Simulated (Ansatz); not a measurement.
The molecule GeSb, multiplicity 4 (an upper state: multiplicity 2 came lower at CCSD(T)/def2-TZVPP on PBE0 minima). No spin–orbit coupling. Ge is treated without relativity.

Seven points along R, fitted to fifth degree in 1/R; most abundant isotopes. Runs in def2 and cc sets follow the lowest solution found near the PBE0 minimum.

Programs: Ansatz (Gaussian orbitals).  In def2 rows elements past Kr take small-core potentials, without spin–orbit coupling.

Energies at wB97X-V/def2-TZVPP:

```json
[
 {"R (Å)": "2.530094", "E (hartree)": "-2316.95654731"},
 {"R (Å)": "2.598107", "E (hartree)": "-2316.95964964"},
 {"R (Å)": "2.660679", "E (hartree)": "-2316.96097664"},
 {"R (Å)": "2.731413", "E (hartree)": "-2316.96106832"},
 {"R (Å)": "2.802147", "E (hartree)": "-2316.95997495"},
 {"R (Å)": "2.883763", "E (hartree)": "-2316.95757916"},
 {"R (Å)": "2.978981", "E (hartree)": "-2316.95364709"}
]
```

With a reduced mass of 45.8737 u, find the minimum, the force constant and the constants.

A fifth-degree polynomial in 1/R puts the minimum at r_e = 2.7002 Å with force constant 114 N/m. Then ω_e = (1/2πc)√(k/μ) = 206 cm⁻¹ and B_e = h/(8π²cμr_e²) = 0.05040 cm⁻¹; the cubic and quartic terms give α_e = 0.00015 and ω_e x_e = 0.42 cm⁻¹.

Ansatz is a first-principles code.
